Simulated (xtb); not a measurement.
C4H4N (SMILES C1=C[N]C=C1), doublet, at a GFN2-xTB geometry; xtb with GFN1-xTB.

xtb was given this input:
```
$ xtb mol.xyz --gfn 1 --uhf 1 --json

# file mol.xyz
9

N      0.00101311     0.00179014     1.21381074
C     -0.02836105     1.06635868     0.41796243
C      0.02906134    -1.06512128     0.42105804
C     -0.05593112     0.67892045    -0.96505293
C      0.05432176    -0.68176417    -0.96313820
H      0.02024113     2.06333536     0.81579789
H     -0.01887421    -2.06092004     0.82191303
H     -0.06280677     1.34944499    -1.80162395
H      0.05980256    -1.35475337    -1.79773810
```

What the program printed (banner, timings and long lists left out):

```
   ID    Z sym.   atoms
    1    7 N      1
    2    6 C      2-5
    3    1 H      6-9

           -------------------------------------------------
          |                Calculation Setup                |
           -------------------------------------------------

           -------------------------------------------------
          |                 G F N 1 - x T B                 |
           -------------------------------------------------

          ...................................................
          :                      SETUP                      :
          :.................................................:
          :  # basis functions                  28          :
          :  # atomic orbitals                  28          :
          :  # shells                           18          :
          :  # electrons                        25          :
          :  # halogen bonds                     0          :
          :  max. iterations                   250          :
          :  Hamiltonian                  GFN1-xTB          :
          :  restarted?                      false          :
          :  GBSA solvation                  false          :
          :  PC potential                    false          :
          :  electronic temp.          300.0000000     K    :
          :  accuracy                    1.0000000          :
          :  -> integral cutoff          0.2500000E+02      :
          :  -> integral neglect         0.1000000E-07      :
          :  -> SCF convergence          0.1000000E-05 Eh   :
          :  -> wf. convergence          0.2000000E-04 e    :
          :  Broyden damping             0.4000000          :
          :  net charge                          0          :
          :  unpaired electrons                  1          :
          ...................................................

 iter      E             dE          RMSdq      gap      omega  full diag
   1    -13.8948628 -0.138949E+02  0.913E+00    4.96       0.0  T
   2    -13.9127198 -0.178570E-01  0.544E+00    5.07       1.0  T
   3    -13.9131414 -0.421546E-03  0.537E-01    5.01       1.0  T
   4    -13.9135350 -0.393671E-03  0.983E-02    5.05       1.0  T
   5    -13.9135824 -0.473545E-04  0.101E-02    5.04       3.3  T
   6    -13.9135832 -0.780305E-06  0.668E-04    5.04      49.9  T
   7    -13.9135832 -0.938227E-09  0.109E-04    5.04     304.4  T
   8    -13.9135832 -0.991296E-10  0.399E-05    5.04     835.4  T

   *** convergence criteria satisfied after 8 iterations ***

         :::::::::::::::::::::::::::::::::::::::::::::::::::::
         ::                     SUMMARY                     ::
         :::::::::::::::::::::::::::::::::::::::::::::::::::::
         :: total energy             -13.704654587623 Eh    ::
         :: gradient norm              0.014075485002 Eh/a0 ::
         :: HOMO-LUMO gap              5.044911372392 eV    ::
         ::.................................................::
         :: SCC energy               -13.913583171636 Eh    ::
         :: -> electrostatic           0.019476196459 Eh    ::
         :: repulsion energy           0.211706766108 Eh    ::
         :: dispersion energy         -0.002778182095 Eh    ::
         :: halogen bond corr.         0.000000000000 Eh    ::
         :: add. restraining           0.000000000000 Eh    ::
         :: total charge               0.000000000000 e     ::
         :::::::::::::::::::::::::::::::::::::::::::::::::::::

           -------------------------------------------------
          |                Property Printout                |
           -------------------------------------------------

    * Orbital Energies and Occupations

         #    Occupation            Energy/Eh            Energy/eV
      -------------------------------------------------------------
         1        2.0000           -0.7583212             -20.6350
         2        2.0000           -0.6625877             -18.0299
         3        2.0000           -0.6445395             -17.5388
         4        2.0000           -0.6022733             -16.3887
         5        2.0000           -0.5998607             -16.3230
         6        2.0000           -0.5794568             -15.7678
         7        2.0000           -0.5267868             -14.3346
         8        2.0000           -0.5130796             -13.9616
         9        2.0000           -0.5092042             -13.8562
        10        2.0000           -0.5001472             -13.6097
        11        2.0000           -0.4298254             -11.6961
        12        2.0000           -0.4279823             -11.6460
        13        1.0000           -0.4060956             -11.0504 (HOMO)
        14                         -0.2206985              -6.0055 (LUMO)
        15                         -0.2057734              -5.5994
        16                         -0.1099084              -2.9908
        17                         -0.1004156              -2.7324
        18                         -0.0958570              -2.6084
        19                         -0.0898343              -2.4445
        20                          0.1735001               4.7212
        21                          0.1748672               4.7584
        22                          0.2511700               6.8347
        23                          0.2843803               7.7384
        24                          0.2893427               7.8734
       ...                                ...                  ...
        28                          0.6856507              18.6575
      -------------------------------------------------------------
                  HL-Gap            0.1853971 Eh            5.0449 eV
             Fermi-level           -0.3651861 Eh           -9.9372 eV

  Mulliken/CM5 charges         n(s)   n(p)   n(d)
     1N    -0.37383 -0.56798   1.547  3.827  0.000
     2C     0.17944  0.20330   1.062  2.759  0.000
     3C     0.17944  0.20330   1.062  2.759  0.000
     4C    -0.06370 -0.11230   1.064  3.000  0.000
     5C    -0.06370 -0.11230   1.064  3.000  0.000
     6H     0.03358  0.09878   0.966  0.000  0.000
     7H     0.03358  0.09878   0.966  0.000  0.000
     8H     0.03759  0.09422   0.962  0.000  0.000
     9H     0.03759  0.09422   0.962  0.000  0.000

Wiberg/Mayer (AO) data.
largest (>0.10) Wiberg bond orders for each atom

 ---------------------------------------------------------------------------
     #   Z sym  total        # sym  WBO       # sym  WBO       # sym  WBO
 ---------------------------------------------------------------------------
     1   7 N    3.029 --     3 C    1.413     2 C    1.413
     2   6 C    3.815 --     1 N    1.413     4 C    1.197     6 H    0.976
                             3 C    0.158
     3   6 C    3.815 --     1 N    1.413     5 C    1.197     7 H    0.976
                             2 C    0.158
     4   6 C    3.978 --     5 C    1.660     2 C    1.197     8 H    0.977
     5   6 C    3.978 --     4 C    1.660     3 C    1.197     9 H    0.977
     6   1 H    1.013 --     2 C    0.976
     7   1 H    1.013 --     3 C    0.976
     8   1 H    1.000 --     4 C    0.977
     9   1 H    1.000 --     5 C    0.977
 ---------------------------------------------------------------------------

Topologies differ in total number of bonds
Writing topology from bond orders to xtbtopo.mol

 dipole moment from electron density (au)
     X       Y       Z
  -0.0007  -0.0012  -0.8000  total (Debye):    2.033

           -------------------------------------------------
          | TOTAL ENERGY              -13.704654587623 Eh   |
          | GRADIENT NORM               0.014075485002 Eh/α |
          | HOMO-LUMO GAP               5.044911372392 eV   |
           -------------------------------------------------

normal termination of xtb
```
